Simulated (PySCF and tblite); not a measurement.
Values are calculated unless marked as measured or tabulated.
C₂H₇FSi, numbered as in [F:1][CH2:2][CH2:3][SiH3:4]. The same 2 conformers on PBE0-D3(BJ)/def2-SVP geometries, with only the solvent of the single-point energies changed (functional PBE0, basis set def2-TZVP, D3(BJ) where defined; PySCF).

Torsions listed: F1–C2–C3–Si4. Of a mirror pair one member is shown.

```csv
conformer,shape,symmetry,dipole D
1,180°,Cs,1.18
2,51°,C1 (pair),1.97
```

Energies (kcal/mol) above conformer 1 and its weight at 298.15 K (thermal terms from GFN2-xTB):

| solvent | E(2) − E(1) | weight of 1 (%) | dipole of 1 (D) | of 2 |
| --- | --- | --- | --- | --- |
| gas phase | 0.71 | 64 | 1.18 | 1.97 |
| cyclohexane | 0.77 | 66 | 1.27 | 2.20 |
| chloroform | ? | ? | ? | ? |
| acetone | 0.73 | 64 | 1.38 | 2.58 |
| water | 0.72 | 64 | 1.39 | 2.62 |

Q: What does chloroform give?

A: E(2) − E(1) = 0.77 kcal/mol, weight of conformer 1 66 %, dipoles 1.33 and 2.41 D.

Q: How much does the choice of solvent matter?

A: The widest range is that of E(2) − E(1), which runs from 0.71 (gas phase) to 0.77 kcal/mol (cyclohexane), a spread of 0.06, against RT = 0.59.
